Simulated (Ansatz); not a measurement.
`[SiH3][CH2][InH2]` + `O[SiH3]` → `[SiH3][O][InH2]` + `C[SiH3]`  (ligand exchange at the In–C bond)

Isolated molecules relaxed with PBE0-D4/def2-TZVP in Ansatz; ΔE leaves out vibrations. CBS: MP2 limit from def2 TZ/QZ plus the TZ coupled-cluster correction, frozen cores. This one scheme is used for every species. DFT in def2-TZVPP. def2 core potentials past Kr. For In outer-core shells are correlated without core-valence functions, which leaves a few kJ/mol of doubt a bond.

`[SiH3][CH2][InH2]`:

```xyz
10

Si   -1.404   -0.480   -0.168
C     0.442   -0.611   -0.352
In    1.493    1.082    0.482
H    -2.134   -1.644   -0.744
H    -1.908    0.750   -0.844
H    -1.777   -0.379    1.272
H     0.695   -0.683   -1.413
H     0.792   -1.516    0.153
H     1.987    1.032    2.135
H     1.814    2.448   -0.522
```

`O[SiH3]`:

Z-matrix (Å, degrees):
```
Si
O 1 1.648
H 1 1.489 2 111.7
H 1 1.489 2 111.7 3 120.9
H 1 1.481 2 105.9 3 -119.6
H 2 0.957 1 117.9 3 -60.5
```

`[SiH3][O][InH2]`:

```xyz
8

Si    0.030    0.993    1.012
O    -0.678   -0.074    0.016
In   -0.149   -1.380   -1.392
H     1.515    1.016    0.837
H    -0.252    0.653    2.436
H    -0.477    2.371    0.756
H    -1.526   -2.166   -2.011
H     1.537   -1.412   -1.652
```

`C[SiH3]`:

Cartesian coordinates in Å:
```
C 0.438 0.617 -0.634
Si -0.392 -0.552 0.568
H 1.524 0.502 -0.599
H 0.198 1.655 -0.394
H 0.109 0.419 -1.657
H -0.062 -1.965 0.240
H -1.871 -0.396 0.516
H 0.056 -0.280 1.960
```

| level | ΔE (eV) |
| --- | --- |
| BHLYP | -0.83 |
| SCS-MP2/def2-TZVPP | -0.77 |

(1) What does CCSD(T)/CBS give? (An estimate is asked.)

Largest T1 diagnostic among the species: 0.015.

Results:

(1) Computed: -0.76 eV. The listed levels differ from it by -0.07, -0.01 eV.

Leaving LDA and LC-ωPBE aside and taking each functional with its dispersion term where it has one, the values, not all of them listed here, spread over 0.16 eV, from B97M-V to HSE06-D4. LDA lies +0.06 eV from PBE without D4. At CCSD(T), def2-SVP lies −0.11 eV from the extrapolated value and def2-TZVPP +0.02 eV.
